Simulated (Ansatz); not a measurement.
Job for Ansatz (a first-principles code): U-PBE/cc-pVTZ on BeFGeH3 (SMILES [F][Be][GeH3]), a point of a bond scan (R = 1.697 Å).

Ansatz 0.2 input:
```yaml
crystal:
  periodic: [false, false, false]
  atoms:
    - {symbol: Be, position_ang: [-0.34700396, 0.98817189, -0.89659132]}
    - {symbol: F, position_ang: [-0.69229152, 1.97145592, -1.78874778]}
    - {symbol: Ge, position_ang: [0.20508824, -0.58403493, 0.52990846]}
    - {symbol: H, position_ang: [1.19864817, -1.76695568, -0.17148293]}
    - {symbol: H, position_ang: [0.97518869, -0.02594309, 1.74412931]}
    - {symbol: H, position_ang: [-1.02769739, -1.32131271, 1.09161526]}
basis:
  gaussian:
    orbitals: cc-pVTZ
hamiltonian:
  xc: {name: PBE}
magnetization: {spin_polarized: true, initial_magnetization: 0}
```

Problem. What total energy does the run end on?

Solution. -2193.0980 hartree.
